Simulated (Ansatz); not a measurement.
A nudged elastic band was laid between two geometries of C2H8Ge + H3Si (15 atoms, charge 0, multiplicity 2).

Theory: Ansatz 0.2.0, UKS PBE/def2-SVP.

| Quantity | Value |
| --- | --- |
| movable images | 7 |
| climbing image | yes |
| spring | 5.0 eV/Å² |
| optimiser | quadratic models (default) |
| start path | through a guess of the saddle point |
| force threshold | 0.05 eV/Å |
| iteration limit | 60 |
| end points | relaxed |

Initial state:

```xyz
15
Properties=species:S:1:pos:R:3
Ge 0.008 0.007 -0.317
H -0.097 -0.166 1.234
C 1.908 0.053 -0.843
H 2.420 -0.879 -0.533
H 2.003 0.156 -1.942
H 2.420 0.910 -0.363
C -0.910 1.667 -0.853
H -1.975 1.639 -0.548
H -0.432 2.544 -0.374
H -0.864 1.797 -1.953
H -0.689 -1.214 -0.987
Si -0.068 -0.107 4.279
H -0.850 -1.327 4.688
H 1.355 -0.190 4.763
H -0.733 1.150 4.773
```

Final state:

```xyz
15
Properties=species:S:1:pos:R:3
Ge -0.041 -0.078 -0.609
H -0.071 -0.114 2.773
C 1.906 0.037 -0.968
H 2.395 -0.939 -0.782
H 2.072 0.321 -2.028
H 2.377 0.800 -0.319
C -0.924 1.658 -0.980
H -2.014 1.586 -0.802
H -0.508 2.453 -0.331
H -0.755 1.941 -2.040
H -0.675 -1.191 -1.516
Si -0.068 -0.109 4.279
H -0.834 -1.299 4.787
H 1.348 -0.176 4.780
H -0.714 1.152 4.781
```

(1) What changes between the two ends?

(2) Give the energies along the band, and the barrier.

(3) What is the geometry of the highest image?

(4) What are the harmonic wavenumbers there?

Answers

(1) Bonds broken: Ge1–H2. Bonds formed: H2–Si12. C2H8Ge + H3Si becomes C2H7Ge + H4Si.

(2) It converged. The highest image is number 3 of 0 to 8, 0.6 kcal/mol above the first end and 5.4 kcal/mol above the last; the last end lies 4.8 kcal/mol below the first. A vibrational analysis at the climbing image gives one clearly imaginary mode, 165i cm⁻¹: a first-order saddle point.

| image | path coordinate (Å) | energy (kcal/mol) | Ge1–H2 (Å) | H2–Si12 (Å) |
| --- | --- | --- | --- | --- |
| 0 | 0.00 | 0.0 | 1.56 | 3.05 |
| 1 | 0.51 | 0.1 | 1.57 | 2.74 |
| 2 | 1.03 | 0.3 | 1.60 | 2.40 |
| 3 | 1.54 | 0.6 | 1.70 | 1.98 |
| 4 | 2.21 | -3.0 | 2.37 | 1.54 |
| 5 | 2.87 | -4.3 | 2.77 | 1.51 |
| 6 | 3.53 | -4.8 | 3.05 | 1.51 |
| 7 | 4.20 | -4.8 | 3.40 | 1.51 |
| 8 | 4.86 | -4.8 | 3.38 | 1.51 |

(3) 
```xyz
15
Properties=species:S:1:pos:R:3:forces:R:3
Ge 0.013 0.018 -0.067 0.00 0.00 0.02
H -0.043 -0.069 1.633 0.00 0.00 -0.01
C 1.904 0.035 -0.637 0.02 0.00 -0.01
H 2.424 -0.880 -0.293 -0.01 0.00 0.00
H 1.971 0.082 -1.743 0.00 0.00 0.01
H 2.426 0.917 -0.216 -0.01 0.00 0.00
C -0.924 1.656 -0.650 -0.01 0.01 -0.01
H -1.982 1.639 -0.320 0.01 0.00 0.00
H -0.435 2.553 -0.222 0.00 -0.01 0.00
H -0.903 1.737 -1.756 0.00 0.00 0.01
H -0.707 -1.244 -0.643 0.00 0.00 0.00
Si -0.062 -0.100 3.609 0.00 0.00 -0.01
H -0.831 -1.299 4.104 0.00 0.00 0.00
H 1.358 -0.168 4.111 0.00 0.00 0.00
H -0.713 1.163 4.113 0.00 0.00 0.00
```

(4) 165i, 7i, 39, 45, 103, 109, 124, 132, 165, 473, 542, 575, 587, 631, 670, 729, 804, 818, 823, 866, 874, 896, 897, 1194, 1202, 1381, 1381, 1387, 1392, 2024, 2119, 2157, 2159, 2978, 2980, 3080, 3082, 3090, 3091 cm⁻¹.

Time of the run: 5.6 min on 4 threads of Arm Neoverse N1, with other jobs on the host, peak memory 0.23 GiB.
